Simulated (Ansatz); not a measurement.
Basis-set series for C2H6OSi (`C=C(O)[SiH3]`). The species carries charge 0 and has multiplicity 1. Geometry: relaxed with PBE0-D4/def2-TZVP. It is one conformer, not always the lowest.

| functional | basis | functions | energy (Eh) | HOMO (eV) | LUMO (eV) |
| --- | --- | --- | --- | --- | --- |
| PBE0-D4 | def2-TZVPP | 219 | -444.27725 | -6.93 | -0.01 |
| PBE0-D4 | def2-QZVPP | 421 | -444.29597 | -6.96 | -0.14 |
| ωB97M-V | def2-TZVPP | 219 | -444.48438 | -9.17 | 1.67 |
| ωB97M-V | def2-QZVPP | 421 | -444.50206 | -9.20 | 1.24 |

Give the rows for def2-SVP. (An estimate is asked.)

Ansatz gave: 
```tsv
functional	basis	functions	energy (Eh)	HOMO (eV)	LUMO (eV)
PBE0-D4	def2-SVP	90	-443.99521	-6.77	0.20
ωB97M-V	def2-SVP	90	-444.19385	-8.98	2.28
```

Positive LUMOs are unbound and depend on the basis.
